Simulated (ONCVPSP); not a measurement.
**Sn: excitation energies, all-electron against ONCV**

- Element: tin (Sn)
- Generator: ONCVPSP 4.0.1
- Type: optimised norm-conserving Vanderbilt (ONCV)
- Functional: PBEsol
- Relativity: scalar-relativistic
- Frozen core: [Kr] 4d10
- Valence charge: 4
- Reference configuration: 5s2 5p1 (charge +1)
- Partial waves: 5s: rc 2.15 bohr, ncon 3, nbas 6, qcut 3.4 1/bohr, 2 projectors, debl 0.8 Ha; 5p: rc 2.65 bohr, ncon 4, nbas 7, qcut 3.6 1/bohr, 2 projectors, debl 3.9 Ha; d scattering state at 0.43 Ha: rc 2.90 bohr, ncon 3, nbas 6, qcut 3.4 1/bohr, 2 projectors, debl 3.6 Ha
- Local potential: polynomial inside 1.65 bohr (lpopt 4, dvloc0 2 Ha)
- Core correction: none

Energies are relative to the spin-unpolarised reference configuration 5s2 5p1; without spin polarisation the order of configurations can differ from experiment.

```
valence configuration  charge  ΔE all-electron (eV)  error AE − PS (meV)
              5s2 5p0      +2                13.972                 -4.4
              5s1 5p0      +3                44.988                  +73
```

(1) What are ΔE and the potential's error for 5s2 5p2?

(2) What are ΔE and the potential's error for 5s1 5p2?

Levels in the configuration 5s1 5p2:

| level | all-electron (eV) | pseudo (eV) |
| --- | --- | --- |
| 5s | -18.775 | -18.740 |
| 5p | -11.002 | -10.997 |

Note: no bound ghost flagged but for a GHOST(-) flag that falls on a real empty level of the atom; GHOST(+) flagged for s at 77.8 eV.

Results:

(1) ΔE = -6.898 eV all-electron; the error (AE − PS) is -1.8 meV.

(2) ΔE = 7.687 eV all-electron; the error (AE − PS) is +15 meV.
